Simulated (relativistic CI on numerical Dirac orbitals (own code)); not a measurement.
**Se XV: computed level list**

Method of calculation: Dirac-Coulomb-Breit CI, orbitals from a KLI potential per configuration, QED by a radiative potential, unscaled Slater integrals (own radial code, finite nucleus).

Configurations in the expansion (outside the closed core [Ne]): 3s2 3p6 3d2, 3s2 3p5 3d3, 3s 3p6 3d3, 3s2 3p6 3d 4s, 3s2 3p6 3d 4p, 3s2 3p6 3d 4d, 3s2 3p6 3d 4f, 3s2 3p6 4s2, 3s2 3p5 3d2 4s, 3s2 3p6 4s 4p, 3s2 3p5 3d2 4p, 3s2 3p6 3d 5s, 3s2 3p6 4p2, 3s2 3p6 4s 4d, 3s2 3p6 3d 5p, 3s2 3p6 4p 4d, 3s2 3p6 3d 5d, 3s2 3p5 3d2 4d, 3s 3p6 3d2 4s, 3s2 3p6 3d 5f, 3s2 3p6 3d 5g, 3s2 3p6 4d2, 3s 3p6 3d2 4p, 3s2 3p6 3d 6s, 3s2 3p6 3d 6p, 3s2 3p6 3d 6d, 3p6 3d4, 3p5 3d5. Double excitations out of closed p, d and f shells are left out; levels of such configurations are missing from the list, as are those of other unlisted configurations, and high levels can miss mixing partners. These lack a partner that the ground configuration has and come out too high: 3s2 3p5 3d2 4s, 3s2 3p5 3d2 4p, 3s2 3p5 3d2 4d.

The lowest level is 3s2 3p6 3d2 3F_2, with 97 % of that term; Hund's rules for 3s2 3p6 3d2 give 3F with J = 2, in agreement.

```
No.  Configuration  Term  J   E (eV)    %  Next component (%)  Landé g              jj configuration (%)
  1    3s2 3p6 3d2    3F  2    0.000   97                2 1D    0.673                      3d3/2^2 (80)
  2    3s2 3p6 3d2    3F  3    0.901  100                        1.082                 3d3/2 3d5/2 (100)
  3    3s2 3p6 3d2    3F  4    1.874   99                1 1G    1.247                      3d5/2^2 (72)
  4    3s2 3p6 3d2    1D  2    4.905   70               28 3P    1.130                  3d3/2 3d5/2 (73)
  5    3s2 3p6 3d2    3P  0    5.253   99                1 1S                               3d3/2^2 (70)
  6    3s2 3p6 3d2    3P  1    5.645  100                        1.500                 3d3/2 3d5/2 (100)
  7    3s2 3p6 3d2    3P  2    6.583   72               27 1D    1.359                      3d5/2^2 (90)
  8    3s2 3p6 3d2    1G  4    7.773   99                1 3F    1.001                  3d3/2 3d5/2 (72)
  9    3s2 3p6 3d2    1S  0   17.722   99                1 3P                               3d5/2^2 (70)
 10    3s2 3p5 3d3   5D°  2   83.240   65              29 5F°    1.354        3p3/2^3 3d3/2^2 3d5/2 (46)
 11    3s2 3p5 3d3   5D°  3   83.349   58              38 5F°    1.388        3p3/2^3 3d3/2^2 3d5/2 (65)
 12    3s2 3p5 3d3   5D°  1   83.373   82              16 5F°    1.245              3p3/2^3 3d3/2^3 (33)
 13    3s2 3p5 3d3   5S°  2   83.406   93               2 5P°    1.967        3p3/2^3 3d3/2 3d5/2^2 (36)
 14    3s2 3p5 3d3   5D°  0   83.564   99               1 3P°                 3p3/2^3 3d3/2^2 3d5/2 (47)
 15    3s2 3p5 3d3   5D°  4   83.782   54              41 5F°    1.419        3p3/2^3 3d3/2 3d5/2^2 (65)
 16    3s2 3p5 3d3   5F°  5   85.273   77              22 5G°    1.368        3p3/2^3 3d3/2 3d5/2^2 (57)
 17    3s2 3p5 3d3   5F°  1   85.813   73              17 5D°    0.304        3p3/2^3 3d3/2^2 3d5/2 (52)
 18    3s2 3p5 3d3   5F°  2   86.005   50              28 5D°    1.081        3p3/2^3 3d3/2^2 3d5/2 (39)
 19    3s2 3p5 3d3   5D°  4   86.014   40              34 5F°    1.363        3p3/2^3 3d3/2^2 3d5/2 (44)
 20    3s2 3p5 3d3   5F°  3   86.120   39              34 5D°    1.276        3p3/2^3 3d3/2 3d5/2^2 (33)
 21    3s2 3p5 3d3   5G°  6   87.359   98               2 3H°    1.329        3p3/2^3 3d3/2 3d5/2^2 (50)
 22    3s2 3p5 3d3   5G°  5   88.643   68              19 5F°    1.280        3p3/2^3 3d3/2 3d5/2^2 (50)
 23    3s2 3p5 3d3   3F°  2   89.239   65              20 5G°    0.670        3p3/2^3 3d3/2 3d5/2^2 (57)
 24    3s2 3p5 3d3   5G°  4   89.297   54              27 3G°    1.158        3p3/2^3 3d3/2^2 3d5/2 (40)
 25    3s2 3p5 3d3   5G°  3   89.753   49              37 3G°    0.902        3p3/2^3 3d3/2^2 3d5/2 (38)
 26    3s2 3p5 3d3   3F°  3   90.272   61              20 3G°    1.049        3p3/2^3 3d3/2^2 3d5/2 (41)
 27    3s2 3p5 3d3   3P°  2   90.909   59              32 3D°    1.346        3p3/2^3 3d3/2 3d5/2^2 (34)
 28    3s2 3p5 3d3   3F°  4   91.060   49              26 3G°    1.202        3p3/2^3 3d3/2^2 3d5/2 (51)
 29    3s2 3p5 3d3   3D°  3   91.700   87               6 5D°    1.326        3p3/2^3 3d3/2 3d5/2^2 (46)
 30    3s2 3p5 3d3   3P°  1   91.732   69              21 3D°    1.269        3p3/2^3 3d3/2 3d5/2^2 (43)
 31    3s2 3p5 3d3   5G°  2   91.990   67              29 3F°    0.461  3p1/2 3p3/2^4 3d3/2^2 3d5/2 (27)
 32    3s2 3p5 3d3   3G°  5   92.414   73              21 3H°    1.163        3p3/2^3 3d3/2^2 3d5/2 (49)
 33    3s2 3p5 3d3   1G°  4   92.646   35              34 3G°    1.044        3p3/2^3 3d3/2 3d5/2^2 (46)
 34    3s2 3p5 3d3   3D°  2   93.014   55              28 3P°    1.259        3p3/2^3 3d3/2^2 3d5/2 (37)
 35    3s2 3p5 3d3   3P°  0   93.115   93               6 1S°                       3p3/2^3 3d5/2^3 (66)
 36    3s2 3p5 3d3   3H°  6   93.275   81              14 3I°    1.143        3p3/2^3 3d3/2^2 3d5/2 (67)
 37    3s2 3p5 3d3   3G°  3   93.621   47              27 3F°    0.894  3p1/2 3p3/2^4 3d3/2^2 3d5/2 (36)
 38    3s2 3p5 3d3   3D°  1   93.624   63              20 3P°    0.742        3p3/2^3 3d3/2 3d5/2^2 (33)
 39    3s2 3p5 3d3   3I°  7   94.342  100                        1.142       3p3/2^3 3d3/2 3d5/2^2 (100)
 40    3s2 3p5 3d3   3D°  3   95.090   58              18 3F°    1.315              3p3/2^3 3d3/2^3 (37)
 41    3s2 3p5 3d3   3H°  5   95.149   67              18 3G°    1.058        3p3/2^3 3d3/2 3d5/2^2 (61)
 42    3s2 3p5 3d3   3F°  4   95.308   56              21 1G°    1.156        3p3/2^3 3d3/2 3d5/2^2 (50)
 43    3s2 3p5 3d3   3P°  0   95.334   45              40 1S°                       3p3/2^3 3d3/2^3 (51)
 44    3s2 3p5 3d3   3I°  6   95.509   67              22 3H°    1.052        3p3/2^3 3d3/2 3d5/2^2 (51)
 45    3s2 3p5 3d3   3F°  4   95.957   54              19 3G°    1.130        3p3/2^3 3d3/2 3d5/2^2 (43)
 46    3s2 3p5 3d3   5D°  1   96.145   38              27 3P°    1.753        3p3/2^3 3d3/2^2 3d5/2 (75)
 47    3s2 3p5 3d3   5P°  3   96.233   50              18 5D°    1.455        3p3/2^3 3d3/2 3d5/2^2 (65)
 48    3s2 3p5 3d3   5D°  2   96.307   48              18 5P°    1.487        3p3/2^3 3d3/2^2 3d5/2 (42)
 49    3s2 3p5 3d3   3F°  3   96.847   37              32 3D°    1.244        3p3/2^3 3d3/2 3d5/2^2 (54)
 50    3s2 3p5 3d3   3D°  2   97.160   50              19 5P°    1.260        3p3/2^3 3d3/2^2 3d5/2 (40)
 51    3s2 3p5 3d3   3I°  5   97.482   71              22 3H°    0.896        3p3/2^3 3d3/2^2 3d5/2 (37)
 52    3s2 3p5 3d3   5D°  4   97.581   31              31 3H°    1.121  3p1/2 3p3/2^4 3d3/2^2 3d5/2 (29)
 53    3s2 3p5 3d3   3G°  3   97.719   60              20 1F°    0.897        3p3/2^3 3d3/2 3d5/2^2 (31)
 54    3s2 3p5 3d3   3D°  1   98.010   60              18 5D°    0.996        3p3/2^3 3d3/2 3d5/2^2 (50)
 55    3s2 3p5 3d3   3F°  2   98.123   51              22 1D°    0.897        3p3/2^3 3d3/2 3d5/2^2 (56)
 56    3s2 3p5 3d3   5D°  4   98.491   52              23 3H°    1.250        3p1/2 3p3/2^4 3d5/2^3 (29)
 57    3s2 3p5 3d3   5D°  3   98.627   54              15 3D°    1.395  3p1/2 3p3/2^4 3d3/2 3d5/2^2 (35)
 58    3s2 3p5 3d3   5D°  0   98.643   63              29 1S°           3p1/2 3p3/2^4 3d3/2^2 3d5/2 (49)
 59    3s2 3p5 3d3   3H°  6   98.814   54              45 1I°    1.089        3p3/2^3 3d3/2 3d5/2^2 (94)
 60    3s2 3p5 3d3   3D°  1   99.052   24              22 3S°    1.548        3p3/2^3 3d3/2 3d5/2^2 (40)
 61    3s2 3p5 3d3   5D°  2   99.425   27              25 3D°    1.354              3p3/2^3 3d5/2^3 (43)
 62    3s2 3p5 3d3   3G°  5   99.905   59              31 1H°    1.136        3p3/2^3 3d3/2 3d5/2^2 (34)
 63    3s2 3p5 3d3   3G°  4  100.098   46              28 3F°    1.076        3p3/2^3 3d3/2 3d5/2^2 (35)
 64    3s2 3p5 3d3   3P°  1  100.718   33              20 5P°    1.525        3p3/2^3 3d3/2 3d5/2^2 (36)
 65    3s2 3p5 3d3   5P°  2  100.927   31              30 3P°    1.413  3p1/2 3p3/2^4 3d3/2 3d5/2^2 (31)
 66    3s2 3p5 3d3   1F°  3  101.316   34              24 3G°    1.031  3p1/2 3p3/2^4 3d3/2 3d5/2^2 (39)
 67    3s2 3p5 3d3   3G°  5  101.625   79               7 1H°    1.152        3p3/2^3 3d3/2 3d5/2^2 (48)
 68    3s2 3p5 3d3   3P°  0  101.717   64              21 5D°           3p1/2 3p3/2^4 3d3/2 3d5/2^2 (54)
 69    3s2 3p5 3d3   3F°  4  101.896   49              25 3G°    1.094        3p3/2^3 3d3/2 3d5/2^2 (31)
 70    3s2 3p5 3d3   3D°  2  102.029   40              23 3P°    1.201  3p1/2 3p3/2^4 3d3/2^2 3d5/2 (23)
```

Energies count from the lowest computed level; ° marks odd parity. Filled j subshells are mostly left out of the jj labels.

The mean weight of the leading LS term, summed over parents, in these 70 levels is 63 %, and that of the leading jj configuration (from the same eigenvectors) 51 %, so LS coupling describes them better.

At this charge energies of transitions that change n are usually good to better than 1 %, and those within a shell (Δn = 0) to a few per cent. Terms inside the open d or f shell come out 10 to 20 % too wide with unscaled integrals.

Landé's interval rule says that E(J) − E(J−1) = AJ with one A. For the ground term the intervals give A = 2423.2, 1961.3 cm⁻¹ for J = 3, 4; the multiplet is regular.

LS names give the leading component of a level, which can be under half, so a name can repeat, a term be missing and a line seem to break the LS rules.
